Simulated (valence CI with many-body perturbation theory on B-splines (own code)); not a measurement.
## Questions on Au⁶⁶⁺

Computed by relativistic CI+MBPT: three valence electrons over a frozen Dirac-Fock core [Ne], a basis of 11 s, 11 p, 9 d, 7 f, 5 g, 2 h, 1 i functions for each j, with the one-electron correlation potential Σ1 (screened to all orders), the two-electron term Σ2, the three-electron term Σ3, Breit, model QED; selected single and double excitations, second order for the rest (own B-spline code, finite nucleus).

No measured spectrum was set against this ion. As an estimate, large intervals hold to a few tenths of a per cent, small ones and those within an open d or f shell to about a per cent.

Levels are named by their leading jj configuration (3d3/2^4 stands for four electrons in 3d with j = 3/2), which in mixed levels can hold well under half, so a name can repeat and another be missing.

Rates and lifetimes use the calculated energies. Strong lines usually hold to 10 to 20 %, long lifetimes can be off by a factor of two.

What is the ground level?

(3s^2 3p1/2) J=1/2, composition 100 % 3s²3p ²P°, g = 0.644.

Where does the other parity begin?

At (3s 3p1/2^2) J=1/2, 186.7 eV.

How well does LS coupling describe the low levels?

Among the lowest 20 levels the leading LS term, summed over configurations, holds 60 % on average. For single configurations the figures are 58 % in LS and 92 % in jj coupling. Terms mix most in the J = 3/2 level at 937.2 eV, where the leading one holds 32 %.

What are the static dipole polarisabilities of the lowest levels?

(3s^2 3p1/2) J=1/2 0.00196 bohr³, of which the core gives 3.28e-05.

Name the longest-lived excited levels whose lifetime is computed, and their main decay.

(3s 3p3/2 3d5/2) J=9/2 at 1486.1 eV lives 1.79 ns, mostly by M1 to (3s 3p1/2 3d5/2) J=7/2.
